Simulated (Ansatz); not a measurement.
Calculated with Ansatz (gas phase, PBE0-D4/def2-TZVP geometries, no zero-point term in ΔE). CCSD(T)/CBS adds triple-zeta CCSD(T) − MP2 to the extrapolated MP2 energy (def2 sets, frozen cores). This one scheme is used for every species. Elements past krypton have def2 core potentials. For Sn outer-core shells are correlated without core-valence functions, which leaves a few kJ/mol of doubt a bond. One conformer a species, not always the lowest.

Consider the cleavage of the B–Sn bond: `[CH3][SnH2][B](N)F` + CH₃SH → `CSB(N)F` + `[CH3][SnH3]`.

`[CH3][SnH2][B](N)F`:

```xyz
12

C    -1.446    1.374    1.056
Sn   -0.500   -0.511    0.655
B     1.374   -0.284   -0.595
N     1.564   -0.969   -1.790
F     2.346    0.546   -0.187
H    -1.758    1.842    0.122
H    -2.322    1.226    1.688
H    -0.746    2.035    1.567
H    -1.630   -1.518   -0.160
H    -0.168   -1.266    2.158
H     2.399   -0.867   -2.347
H     0.887   -1.608   -2.166
```

CH₃SH:

Z-matrix (Å, degrees):
```
C
S 1 1.806
H 1 1.089 2 111.5
H 1 1.089 2 111.5 3 -123.8
H 1 1.090 2 106.2 3 118.1
H 2 1.342 1 97.1 3 61.9
```

`CSB(N)F`:

Cartesian coordinates in Å:
```
C -1.796 -0.291 -0.645
S -0.696 0.960 0.063
B 0.837 0.007 0.264
N 1.993 0.586 0.791
F 0.869 -1.284 -0.101
H -1.927 -1.126 0.041
H -2.757 0.195 -0.807
H -1.412 -0.653 -1.596
H 2.842 0.062 0.904
H 2.046 1.543 1.086
```

`[CH3][SnH3]`:

Z-matrix (Å, degrees):
```
C
Sn 1 2.140
H 1 1.090 2 110.0
H 1 1.090 2 110.0 3 -120.0
H 1 1.090 2 110.0 3 120.0
H 2 1.709 1 110.1 3 -59.7
H 2 1.709 1 110.1 3 -179.7
H 2 1.709 1 110.1 3 60.3
```

```tsv
species	HF/CBS(def2) energy (Eh)
`[CH3][SnH2][B](N)F`	-434.06276
CH₃SH	-437.76777
`CSB(N)F`	-617.15409
`[CH3][SnH3]`	-254.70502
```

Task: Work out ΔE.

Result: ΔE = (-617.15409) + (-254.70502) − (-434.06276) − (-437.76777) = -0.02858 Eh = -75.0 kJ/mol. CCSD(T)/CBS gives -63.3 kJ/mol.

Largest T1 diagnostic among the species: 0.013.

From PBE to PBE0 (25 % exact exchange), in def2-TZVPP and without D4, ΔE moves by −3.9 kJ/mol. In def2-TZVPP, CCSD(T) changes the Hartree–Fock value by +9.1 kJ/mol (the triples alone add −0.0 kJ/mol) and MP2 by +6.6 kJ/mol.
